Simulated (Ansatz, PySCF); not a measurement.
Reaction (SMILES): CS (CH4S) [methanethiol] → C[S] + H atom (the H-S bond at the site shown breaks; other sites are not compared here)
Geometries: B3LYP-D3(BJ)/def2-TZVP minima from Ansatz (a first-principles code).

Wanted: bond dissociation energy (enthalpy at 298 K, with B3LYP-D3(BJ) rigid-rotor harmonic-oscillator terms from PySCF), in eV. Correlated levels leave the core frozen unless marked. UHF or UKS for open shells. Spin-orbit coupling is left out. No relativistic terms. CBS(X,Y): correlation extrapolated as X^-3; Hartree-Fock from the larger set. The bracket is a focal-point correction in the basis named.

RI-MP2/CBS(aug-cc-pV(T+d)Z,aug-cc-pV(Q+d)Z)+[CCSD(T)-MP2]/aug-cc-pV(T+d)Z (Ansatz) gives 3.79 eV.

**Question.** Another calculation gave 3.58 eV. Which level was it?
(A) B97M-V/def2-TZVPD (Ansatz)
(B) SVWN5/def2-TZVPD (Ansatz)
(C) HF/def2-TZVPD (PySCF)
(D) BLYP/def2-TZVPD (Ansatz)

**Answer.** D, BLYP/def2-TZVPD (Ansatz). The others give 3.72 (B97M-V), 4.12 (SVWN5), 2.62 (HF) eV.
